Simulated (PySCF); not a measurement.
Energy landscape of CH₄B (anion, charge -1), singlet: twist about the double or partial double bond, both ends planar. Scanned: twist about the central bond. Other coordinates (C-B length, H-C-B angle, H-B-C angle, C-H length, B-H length) were minimised at B3LYP/def2-TZVP. Each profile is relative to its own lowest point.

| at / ° | A | B | C |
|---|---|---|---|
| 0 | 0.0 | 0.0 | 0.0 |
| 7.50 | 0.6 | 0.6 | 0.5 |
| 15 | 2.2 | 2.2 | 2.0 |
| 22.50 | 4.9 | 5.0 | 4.5 |
| 30 | 8.7 | 8.9 | 8.0 |
| 37.50 | 13.4 | 13.7 | 12.4 |
| 45 | 19.1 | 19.6 | 17.6 |
| 52.50 | 25.6 | 26.3 | 23.5 |
| 60 | 32.7 | 33.7 | 29.9 |
| 67.50 | 40.5 | 41.8 | 36.8 |
| 75 | 48.5 | 50.3 | 43.6 |
| 82.50 | 56.3 | 58.8 | 50.0 |
| 90 | 62.5 | 66.3 | 53.9 |

Energies in kcal/mol.

**Question.** Which curve belongs to which method? The methods are M06-2X/aug-cc-pVDZ run with PySCF; restricted B3LYP/3-21G (PySCF); PySCF with restricted B3LYP/6-31G*, spherical d.

**Answer.** A is RKS-B3LYP/6-31G*; B is RKS-B3LYP/3-21G; C is M06-2X.

Near 90° the triplet can lie below this singlet.
